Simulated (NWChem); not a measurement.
The numbers come from NWChem runs, not from measurements. System: CClF, charge 0, spin multiplicity 1, at a geometry optimised with B3LYP/def2-SVP. The structure started from a generated list of species. Level: RI-MP2/cc-pVTZ, 7 core orbitals frozen.

Input file:

```
start mol
memory heap 200 mb stack 900 mb global 1100 mb
geometry units angstroms nocenter noautoz
  F      0.252680    -1.473841     0.000000
  C     -0.685351    -0.585655     0.000000
  Cl     0.108117     0.986970     0.000000
  symmetry group Cs
end
basis spherical
  * library cc-pvtz
end
basis "ri-mp2 basis" spherical
  * library cc-pvtz-ri
end
scf
  rhf
  nopen 0
  maxiter 100
  thresh 1e-7
  semidirect memsize 60000000 filesize 0
end
mp2
  freeze core 7
end
task rimp2 energy
```

NWChem printed:

```
             Northwest Computational Chemistry Package (NWChem) 7.3.0
             --------------------------------------------------------

                                NWChem Input Module
                                -------------------

 Scaling coordinates for geometry "geometry" by  1.889725989
 (inverse scale =  0.529177249)

 Turning off AUTOSYM since
 SYMMETRY directive was detected!

                             Geometry "geometry" -> ""
                             -------------------------

 Output coordinates in angstroms (scale by  1.889725989 to convert to a.u.)

  No.       Tag          Charge          X              Y              Z
 ---- ---------------- ---------- -------------- -------------- --------------
    1 F                    9.0000     0.25268000    -1.47384100     0.00000000
    2 C                    6.0000    -0.68535100    -0.58565500     0.00000000
    3 Cl                  17.0000     0.10811700     0.98697000     0.00000000

 Effective nuclear repulsion energy (a.u.)      85.6081254425

            Nuclear Dipole moment (a.u.)
            ----------------------------
        X                 Y               Z
 ---------------- ---------------- ----------------
     0.0000056692    -0.0000170075     0.0000000000

      Symmetry information
      --------------------

 Group name             Cs
 Group number              2
 Group order               2
 No. of unique centers     3

      Symmetry unique atoms

     1    2    3


 Summary of "ao basis" -> "" (spherical)
 ------------------------------------------------------------------------------
       Tag                 Description            Shells   Functions and Types
 ---------------- ------------------------------  ------  ---------------------
 *                          cc-pvtz                   on all atoms

 Summary of "ri-mp2 basis" -> "" (spherical)
 ------------------------------------------------------------------------------
       Tag                 Description            Shells   Functions and Types
 ---------------- ------------------------------  ------  ---------------------
 *                         cc-pvtz-ri                 on all atoms

 Summary of "ao basis" -> "ao basis" (spherical)
 ------------------------------------------------------------------------------
       Tag                 Description            Shells   Functions and Types
 ---------------- ------------------------------  ------  ---------------------
 F                          cc-pvtz                 10       30   4s3p2d1f
 C                          cc-pvtz                 10       30   4s3p2d1f
 Cl                         cc-pvtz                 12       34   5s4p2d1f

                                 NWChem SCF Module
                                 -----------------

  ao basis        = "ao basis"
  functions       =    94
  atoms           =     3
  closed shells   =    16
  open shells     =     0
  charge          =   0.00
  wavefunction    = RHF
  use symmetry    = T
  symmetry adapt  = T

 Summary of "ao basis" -> "ao basis" (spherical)
 ------------------------------------------------------------------------------
       Tag                 Description            Shells   Functions and Types
 ---------------- ------------------------------  ------  ---------------------
 F                          cc-pvtz                 10       30   4s3p2d1f
 C                          cc-pvtz                 10       30   4s3p2d1f
 Cl                         cc-pvtz                 12       34   5s4p2d1f

      Symmetry analysis of basis
      --------------------------

        a'         63
        a"         31

 Forming initial guess at       0.1s

      Superposition of Atomic Density Guess
      -------------------------------------

 Sum of atomic energies:        -596.56885754

      Non-variational initial energy
      ------------------------------

 Total energy =    -597.057070
 1-e energy   =    -995.137821
 2-e energy   =     312.472625
 HOMO         =      -0.267107
 LUMO         =      -0.026665

      Symmetry analysis of molecular orbitals - initial
      -------------------------------------------------

  Numbering of irreducible representations:

     1 a'          2 a"

  Orbital symmetries:

     1 a'          2 a'          3 a'          4 a'          5 a'
     6 a'          7 a"          8 a'          9 a'         10 a'
    11 a'         12 a"         13 a'         14 a"         15 a'
    16 a'         17 a"         18 a'         19 a'         20 a'
    21 a"         22 a'         23 a'         24 a'         25 a"
    26 a'

 Starting SCF solution at       2.4s

 ----------------------------------------------
         Quadratically convergent ROHF

 Convergence threshold     :          1.000E-07
 Maximum no. of iterations :          100
 Final Fock-matrix accuracy:          1.000E-09
 ----------------------------------------------

              iter       energy          gnorm     gmax       time
             ----- ------------------- --------- --------- --------
                 1     -596.7037327265  1.04D+00  1.95D-01      2.4
                 2     -596.7676040690  2.48D-01  5.66D-02      2.6
                 3     -596.7755945610  1.48D-02  4.54D-03      2.8
                 4     -596.7756229345  9.98D-05  2.20D-05      3.1
                 5     -596.7756229355  3.22D-09  1.21D-09      3.7

       Final RHF  results
       ------------------

         Total SCF energy =   -596.775622935477
      One-electron energy =   -994.852801515363
      Two-electron energy =    312.469053137400
 Nuclear repulsion energy =     85.608125442486

        Time for solution =      1.3s

       Symmetry analysis of molecular orbitals - final
       -----------------------------------------------

  Numbering of irreducible representations:

     1 a'          2 a"

  Orbital symmetries:

     1 a'          2 a'          3 a'          4 a'          5 a'
     6 a"          7 a'          8 a'          9 a'         10 a'
    11 a'         12 a"         13 a'         14 a"         15 a'
    16 a'         17 a"         18 a'         19 a'         20 a'
    21 a"         22 a'         23 a'         24 a'         25 a"
    26 a'

             Final eigenvalues
             -----------------

              1
    1 -104.8710
    2  -26.3917
    3  -11.4450
    4  -10.5966
    5   -8.0630
    6   -8.0616
    7   -8.0612
    8   -1.7244
    9   -1.1637
   10   -0.9210
   11   -0.7803
   12   -0.7552
   13   -0.6819
   14   -0.5054
   15   -0.5042
   16   -0.4312
   17    0.0557
   18    0.1828
   19    0.2708
   20    0.3675
   21    0.4317
   22    0.4491
   23    0.4701
   24    0.4834
   25    0.5077
   26    0.5758

                       ROHF Final Molecular Orbital Analysis
                       -------------------------------------

 Vector   14  Occ=2.000000D+00  E=-5.054071D-01  Symmetry=a"
              MO Center=  5.9D-02,  8.2D-01,  2.2D-16, r^2= 1.4D+00
   Bfn.  Coefficient  Atom+Function         Bfn.  Coefficient  Atom+Function
  ----- ------------  ---------------      ----- ------------  ---------------
    71      0.550293  3 Cl pz                77      0.324399  3 Cl pz
    74      0.241046  3 Cl pz

 Vector   15  Occ=2.000000D+00  E=-5.041596D-01  Symmetry=a'
              MO Center= -2.6D-02,  7.0D-01, -4.5D-16, r^2= 1.7D+00
   Bfn.  Coefficient  Atom+Function         Bfn.  Coefficient  Atom+Function
  ----- ------------  ---------------      ----- ------------  ---------------
    70     -0.389963  3 Cl py                69      0.375952  3 Cl px
    76     -0.217964  3 Cl py                75      0.215936  3 Cl px
    72      0.168307  3 Cl px                73     -0.166135  3 Cl py

 Vector   16  Occ=2.000000D+00  E=-4.312374D-01  Symmetry=a'
              MO Center= -5.5D-01, -1.5D-01, -1.6D-15, r^2= 2.1D+00
   Bfn.  Coefficient  Atom+Function         Bfn.  Coefficient  Atom+Function
  ----- ------------  ---------------      ----- ------------  ---------------
    34      0.432371  2 C  s                 69      0.351148  3 Cl px
    32      0.270269  2 C  s                 38     -0.267493  2 C  px
    75      0.247899  3 Cl px                35     -0.212347  2 C  px
    72      0.154825  3 Cl px

 Vector   17  Occ=0.000000D+00  E= 5.571210D-02  Symmetry=a"
              MO Center= -5.8D-01, -4.3D-01, -3.7D-15, r^2= 2.0D+00
   Bfn.  Coefficient  Atom+Function         Bfn.  Coefficient  Atom+Function
  ----- ------------  ---------------      ----- ------------  ---------------
    43      0.637894  2 C  pz                40      0.385087  2 C  pz
    77     -0.285614  3 Cl pz                37      0.275247  2 C  pz
    13     -0.253379  1 F  pz                71     -0.164289  3 Cl pz
    10     -0.151260  1 F  pz

 Vector   18  Occ=0.000000D+00  E= 1.827954D-01  Symmetry=a'
              MO Center= -1.5D-01,  5.0D-01,  2.5D-15, r^2= 3.7D+00
   Bfn.  Coefficient  Atom+Function         Bfn.  Coefficient  Atom+Function
  ----- ------------  ---------------      ----- ------------  ---------------
    65      1.316624  3 Cl s                 76     -1.165754  3 Cl py
    34     -1.115120  2 C  s                 42     -1.027189  2 C  py
    75     -0.569342  3 Cl px                41     -0.551821  2 C  px
    39     -0.380658  2 C  py                32     -0.219348  2 C  s
    36     -0.192201  2 C  py                70     -0.170131  3 Cl py

 Vector   19  Occ=0.000000D+00  E= 2.708389D-01  Symmetry=a'
              MO Center= -4.5D-01, -7.8D-01,  1.1D-14, r^2= 3.6D+00
   Bfn.  Coefficient  Atom+Function         Bfn.  Coefficient  Atom+Function
  ----- ------------  ---------------      ----- ------------  ---------------
     4      1.420475  1 F  s                 34     -1.156974  2 C  s
    42      1.089562  2 C  py                41     -0.997937  2 C  px
    11     -0.402651  1 F  px                12      0.371305  1 F  py
    76     -0.300614  3 Cl py                38     -0.298336  2 C  px
    75      0.228440  3 Cl px                49      0.175453  2 C  d -2

 center of mass
 --------------
 x =   0.01022766 y =  -0.01476079 z =   0.00000000

 moments of inertia (a.u.)
 ------------------
         283.699055935583          -5.269487767376           0.000000000000
          -5.269487767376          25.912695283229           0.000000000000
           0.000000000000           0.000000000000         309.611751218813

  Mulliken analysis of the total density
  --------------------------------------

    Atom       Charge   Shell Charges
 -----------   ------   -------------------------------------------------------
    1 F    9     9.12   1.95  1.08  0.26  0.58  1.54  2.49  1.20  0.00  0.02  0.00
    2 C    6     5.79   1.96  0.99  0.22  0.55  0.55  1.06  0.27  0.04  0.13  0.02
    3 Cl  17    17.09   2.00  1.88  1.18  0.19  0.67  5.82  2.92  1.06  1.32  0.01  0.03  0.00

       Multipole analysis of the density wrt the origin
       ------------------------------------------------

     L   x y z        total         open         nuclear
     -   - - -        -----         ----         -------
     0   0 0 0     -0.000000      0.000000     32.000000

     1   1 0 0      0.189002      0.000000      0.000006
     1   0 1 0     -0.007673      0.000000     -0.000017
     1   0 0 1      0.000000      0.000000      0.000000

     2   2 0 0    -18.703244      0.000000     12.825758
     2   1 1 0     -0.016648      0.000000      3.109055
     2   1 0 1     -0.000000      0.000000      0.000000
     2   0 2 0    -17.221301      0.000000    136.299249
     2   0 1 1      0.000000      0.000000      0.000000
     2   0 0 2    -16.406121      0.000000      0.000000

                               NWChem RI-MP2 Module
                               --------------------

 Summary of "ri-mp2 basis" -> "ri-mp2 basis" (spherical)
 ------------------------------------------------------------------------------
       Tag                 Description            Shells   Functions and Types
 ---------------- ------------------------------  ------  ---------------------
 F                         cc-pvtz-ri               23       81   8s6p5d3f1g
 C                         cc-pvtz-ri               23       81   8s6p5d3f1g
 Cl                        cc-pvtz-ri               32      122   10s8p7d5f2g

 SCF Reference Information:
            File: './mol.movecs'
           Title: ''
    Size (AOxMO):     94 x     94
       Total Occ:              32.00
 RI-MP2 Calculation Information:
          Nr. of AO basis functions:         94
     Nr. of fitting basis functions:        284
               Nr. of MO spin cases:          1
        Nr. of MOs to be correlated:         87
     Nr. of occupied MOs correlated:          9
      Nr. of virtual MOs correlated:         78

          RI integral approximation: 'V'
    Threshold for Schwarz screening:  1.000E-09
 Smallest eigenvalue retained in fit  1.000E-08
    Type of storage for MO integrals 'EAF library'

 Transformation block size    9, requiring     1 integral passes.
 XForm_3cInts: Completed     1:    9 pass.
 Energy evaluation using block sizes     9    9
 RIMP2_V_E2: Approx. ints. done (    1:    9,    1:    9)
 RIMP2_V_E2: Copy to B done (    1:    9,    1:    9)
 RIMP2_V_E2: Denominators done (    1:    9,    1:    9)
 RIMP2_V_E2: Completed block (    1:    9,    1:    9)

          -------------------------------------------
          SCF energy                -596.775622935477
          Correlation energy          -0.573652760736
          Total MP2 energy          -597.349275696212
          -------------------------------------------

 -----------------------
 Performance information
 -----------------------

 Timer overhead =  1.80D-07 seconds/call

               Nr. of calls         CPU time (s)                 Wall time (s)                GFlops
             ---------------    -------------------     ------------------------------   -------------------
Name         Min   Avg   Max    Min     Avg     Max     Min     Avg     Max   Mx/calls   Min     Max     Sum
Overall       1     1     1    4.5     4.5     4.5      4.5     4.5     4.5     4.5      0.0     0.0     0.0
3c integr     1     1     1   0.59    0.59    0.59     0.59    0.59    0.59    0.59      0.0     0.0     0.0
Energy        1     1     1   6.06E-2 6.06E-2 6.06E-2  6.06E-2 6.06E-2 6.06E-2 6.06E-2   0.0     0.0     0.0
3c integr     1     1     1   0.57    0.57    0.57     0.57    0.57    0.57    0.57      0.0     0.0     0.0
First 2/3     3     3     3   4.81E-3 4.81E-3 4.81E-3  4.81E-3 4.81E-3 4.81E-3 1.60E-3   0.0     0.0     0.0
Final 1/3     1     1     1   6.93E-3 6.93E-3 6.93E-3  6.94E-3 6.94E-3 6.94E-3 6.94E-3   0.0     0.0     0.0
Write 3c      1     1     1   9.24E-4 9.24E-4 9.24E-4  9.25E-4 9.25E-4 9.25E-4 9.25E-4   0.0     0.0     0.0
Read 3c i     1     1     1   3.73E-4 3.73E-4 3.73E-4  3.73E-4 3.73E-4 3.73E-4 3.73E-4   0.0     0.0     0.0
Fitting b     1     1     1   7.18E-2 7.18E-2 7.18E-2  7.18E-2 7.18E-2 7.18E-2 7.18E-2   0.0     0.0     0.0
Schwarz i     1     1     1   3.60E-2 3.60E-2 3.60E-2  3.60E-2 3.60E-2 3.60E-2 3.60E-2   0.0     0.0     0.0
Form 4ci      1     1     1   1.05E-2 1.05E-2 1.05E-2  1.05E-2 1.05E-2 1.05E-2 1.05E-2   0.0     0.0     0.0
Form A &      1     1     1   4.49E-2 4.49E-2 4.49E-2  4.49E-2 4.49E-2 4.49E-2 4.49E-2   0.0     0.0     0.0
Denominat     1     1     1   6.42E-4 6.42E-4 6.42E-4  6.42E-4 6.42E-4 6.42E-4 6.42E-4   0.0     0.0     0.0
Pair Ener     1     1     1   2.10E-3 2.10E-3 2.10E-3  2.10E-3 2.10E-3 2.10E-3 2.10E-3   0.0     0.0     0.0

 The average no. of pstat calls per process was 1.60D+01
 with a timing overhead of 2.87D-06s

 Task  times  cpu:        4.5s     wall:        4.5s

 Total times  cpu:        4.5s     wall:        4.5s
```
